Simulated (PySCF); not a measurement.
# Correlation energy of Se⁺ (selenium, charge +1)

[Ar] 3d10 4s2 4p3, high-spin 4S determinant. Calculation: PySCF 2.14, in def2-TZVP; no relativity, point nucleus. Frozen: [Ar] 3d10; 5 electrons correlated.

MP2 pair energies summed by pair of shells (mhartree):

```tsv
pair	energy	share (%)
4s-4p	-50.33	66.4
4p-4p	-16.61	21.9
4s-4s	-8.88	11.7
```

Total MP2 correlation energy: -75.83 mhartree.

Same-spin part -19.86 and opposite-spin part -55.97 mhartree; SCS-MP2 scales them by 1/3 and 6/5 to -73.78 mhartree.

| level | correlation energy (mhartree) |
| --- | --- |
| CCSD | -90.64 |
| (T) | -2.63 |
| CCSD(T) | -93.27 |

Diagnostics: T1 = 0.0020, D1 = 0.0046, largest double amplitude 0.053.

Cost of the coupled-cluster step: 0.46 s of wall time on 1 thread of Neoverse-V2 (shared host), for 5 correlated electrons.
